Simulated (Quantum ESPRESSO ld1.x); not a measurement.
Te II, configuration [Kr] 4d10 5s2 5p3. All-electron calculation, Dirac Kohn-Sham, OLYP, spin-unpolarised, spherical densities, point nucleus; open shells fill j = l - 1/2 first. Program: ld1.x of Quantum ESPRESSO 7.5.

Radial electron density D(r) = 4 pi r^2 rho(r):

r (bohr),D(r) (e/bohr)
0.001487,3.626
0.001717,4.620
0.001983,5.866
0.00229,7.416
0.002645,9.329
0.003054,11.67
0.003527,14.50
0.004074,17.88
0.004704,21.86
0.005433,26.45
0.006275,31.64
0.007246,37.35
0.008369,43.42
0.009588,49.26
0.01107,55.24
0.01279,60.57
0.01477,64.81
0.01706,67.50
0.0197,68.36
0.02275,67.39
0.02627,64.98
0.03034,62.00
0.03504,59.70
0.04047,59.43
0.04674,62.16
0.05397,67.96
0.06233,75.63
0.07199,82.79
0.08314,86.61
0.09602,85.10
0.1109,78.47
0.1281,69.52
0.1479,62.68
0.1708,61.40
0.1973,65.62
0.2278,71.11
0.2631,71.87
0.3038,64.25
0.3509,49.88
0.4053,34.81
0.468,25.20
0.5405,23.01
0.6242,25.18
0.7209,26.77
0.8326,24.84
0.9539,20.11
1.102,14.18
1.272,9.292
1.469,6.210
1.697,4.556
1.96,3.592
2.263,2.787
2.614,1.969
3.018,1.214
3.486,0.6480
4.026,0.3019
4.649,0.1220
5.37,0.04118
6.201,0.01096
7.162,0.002198
8.271,0.0003207

D(r) has 4 maxima, at r = 0.0195, 0.0858, 0.249, 0.721 bohr, and minima at 0.0383, 0.164, 0.528 bohr, inside which lie 2.03, 11.23, 28.97 electrons.
